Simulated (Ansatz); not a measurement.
Stepwise reaction of `[F][Ti]([F])([Cl])[Cl]` with water, as a gas-phase model of exchange steps in deposition or etching. ΔE in kJ/mol; ΔG adds harmonic PBE0-D4 terms to CCSD(T)/CBS, at 1 bar.

Gas-phase electronic energies from Ansatz, PBE0-D4/def2-TZVP geometries. CBS: MP2 limit from def2 TZ/QZ plus the TZ coupled-cluster correction, frozen cores. This one scheme is used for every species. Functionals use def2-TZVPP. B3LYP here is the variant with VWN-RPA as its local correlation; programs differ in this. For Ti outer-core shells are correlated without core-valence functions, which leaves a few kJ/mol of doubt a bond. Scalar relativity is left out up to krypton. One conformer a species, not always the lowest.

| step | reaction | PBE-D4 | B3LYP-D4 | ωB97M-V | CCSD(T)/CBS | ΔG(500 K) |
| --- | --- | --- | --- | --- | --- | --- |
| 1 | `[F][Ti]([F])([Cl])[Cl]` + H₂O → `[OH][Ti]([F])([Cl])[Cl]` + H–F | 40.9 | 37.1 | 37.7 | 30.1 | 19.9 |
| 2 | `[OH][Ti]([F])([Cl])[Cl]` + H₂O → `[OH][Ti]([OH])([Cl])[Cl]` + H–F | 42.5 | 39.7 | 40.4 | 32.9 | 31.4 |

(1) By hand: ΔE of the 2 steps together at CCSD(T)/CBS.

## Answers

(1) (30.1) + (32.9) = 63.0 kJ/mol, or 31.5 kJ/mol a step.

In ΔE the steps differ by no more than 2.8 kJ/mol. All are uphill at CCSD(T)/CBS. ΔG lies between 19.9 and 31.4 kJ/mol a step. PBE-D4 differs from CCSD(T)/CBS by 9.6 to 10.8 kJ/mol a step. Isolated molecules leave out the surface, adducts and barriers. Largest T1 diagnostic: 0.024.
